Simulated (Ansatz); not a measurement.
Al₄⁻, relaxed as a doublet with UKS PBE-D4/def2-TZVPD in Ansatz, starting from the GFN1-xTB geometry. Force threshold 0.02 eV/Å.

The relaxation made no stability test and no search for a lower SCF solution. The structure comes from a short search, and lower isomers may exist.

Start:

```
atom   x (Å)   y (Å)   z (Å)
 Al1  -0.722  -0.498  -1.564
 Al2   0.721   0.499   1.565
 Al3  -1.577   0.691   0.503
 Al4   1.578  -0.692  -0.503
```

```json
{"step": "1", "energy (eV)": "-26374.0399", "largest force component (eV/Å)": "0.307", "SCF passes": "74"}
{"step": "2", "energy (eV)": "-26374.0599", "largest force component (eV/Å)": "0.172", "SCF passes": "37"}
{"step": "3", "energy (eV)": "-26374.0696", "largest force component (eV/Å)": "0.154", "SCF passes": "37"}
{"step": "4 (rejected)", "energy (eV)": "-26374.0569", "largest force component (eV/Å)": "0.301", "SCF passes": "30"}
{"step": "5", "energy (eV)": "-26374.0766", "largest force component (eV/Å)": "0.053", "SCF passes": "26"}
{"step": "6", "energy (eV)": "-26374.0772", "largest force component (eV/Å)": "0.014", "SCF passes": "26"}
{"step": "7", "energy (eV)": "-26374.0774", "largest force component (eV/Å)": "0.012", "SCF passes": "25"}
{"step": "8", "energy (eV)": "-26374.0781", "largest force component (eV/Å)": "0.023", "SCF passes": "26"}
{"step": "9", "energy (eV)": "-26374.0811", "largest force component (eV/Å)": "0.046", "SCF passes": "30"}
{"step": "10", "energy (eV)": "-26374.0955", "largest force component (eV/Å)": "0.088", "SCF passes": "32"}
{"step": "11 (rejected)", "energy (eV)": "-26374.0954", "largest force component (eV/Å)": "0.234", "SCF passes": "34"}
{"step": "12", "energy (eV)": "-26374.1131", "largest force component (eV/Å)": "0.086", "SCF passes": "33"}
{"step": "13", "energy (eV)": "-26374.1173", "largest force component (eV/Å)": "0.035", "SCF passes": "30"}
{"step": "14", "energy (eV)": "-26374.1176", "largest force component (eV/Å)": "0.017", "SCF passes": "27"}
```

Force components are those of the run's own axes.

End:

```tsv
atom	x (Å)	y (Å)	z (Å)
Al1	-0.6404	-0.4482	-1.4010
Al2	0.6404	0.4482	1.4010
Al3	-1.7639	0.7713	0.5590
Al4	1.7639	-0.7713	-0.5591
```

By distances, no bond broke or formed. The bond that changes most is Al1–Al3, from 2.53 to 2.57 Å (atoms count from 1).

The force fell under the threshold at step 6, but the optimiser went on and released 0.040 eV more. No frequencies were taken in this run, so the end may be a saddle point.

Run time 52 s (4 threads of Arm Neoverse N1 on a shared host).
